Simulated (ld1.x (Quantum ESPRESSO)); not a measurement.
# gadolinium, PAW: configuration errors across variants

- Element: gadolinium
- Generator: ld1.x (Quantum ESPRESSO) 7.5
- Type: PAW
- Functional: PBE
- Relativity: scalar-relativistic
- Frozen core: [Kr]
- Valence charge: 28
- Reference configuration: 4d10 4f7 5s2 5p6 5d1 6s1 6p0 (charge +1)
- Partial waves: 5s (bound): rcut 1.70, rcutus 2.20 bohr; 6s (bound): rcut 1.70, rcutus 2.20 bohr; 5p (bound): rcut 2.05, rcutus 2.45 bohr; 6p (bound, empty): rcut 2.05, rcutus 2.45 bohr; 4d (bound): rcut 0.90, rcutus 1.10 bohr; 5d (bound): rcut 0.90, rcutus 1.10 bohr; 4f (bound): rcut 0.95, rcutus 1.15 bohr; 4f channel at -0.5 Ry: rcut 0.95, rcutus 1.15 bohr
- Local potential: all-electron potential smoothed inside 0.90 bohr (lloc = -2)
- Core correction: a·sin(br)/r model core, default radius (ld1.x builds one for every PAW set, though the input has nlcc=.false.)
- Augmentation charge: PSQ, inside the norm-conserving radii

All-electron excitation energies from the reference (eV): (1) 4d10 4f7 5s2 5p6 5d1 6s2 6p0 -6.645; (2) 4d10 4f7 5s2 5p6 5d1 6s0 6p0 12.100; (3) 4d10 4f7 5s2 5p6 5d0 6s0 6p0 31.935.

The overlap operator is not positive definite (basis up to 400 Ry) in “base”, “local potential all-electron potential smoothed inside 1.06 bohr (lloc = -2)”, “local potential all-electron potential smoothed inside 1.34 bohr (lloc = -2)”, “local potential all-electron potential smoothed inside 1.84 bohr (lloc = -2)”. Such files are unfit for use, however small their errors in these radial tests.

A true bound ghost makes a file unfit for plane-wave use even where its test errors are small: the radial tests pick states by their node count and pass the ghost by.

Errors AE − PS in meV (a dash: test not solved or not reliable):

```tsv
change	(1)	(2)	(3)	bound ghosts
base	+1.6	-4.1	-118	s (p not tested, overlap not positive)
local potential all-electron potential smoothed inside 1.06 bohr (lloc = -2)	+1.9	-3.7	+1.4	s (p not tested, overlap not positive)
local potential all-electron potential smoothed inside 1.34 bohr (lloc = -2)	+2.1	-3.1	-4.0	not determined (overlap not positive)
local potential all-electron potential smoothed inside 1.84 bohr (lloc = -2)	+1.9	-3.2	-5.4	not determined (overlap not positive)
local potential all-electron potential smoothed inside 2.24 bohr (lloc = -2)	+2.0	-3.2	-6.4	none
local potential all-electron potential smoothed inside 2.58 bohr (lloc = -2)	+1.9	-3.4	-6.6	none
local potential all-electron potential smoothed inside 2.78 bohr (lloc = -2)	+1.7	-3.7	-6.8	none
```

(1) Give the same row for: local potential all-electron potential smoothed inside 1.52 bohr (lloc = -2).

## Answers

(1) +2.0, -3.2, -5.5; bound ghosts: none.
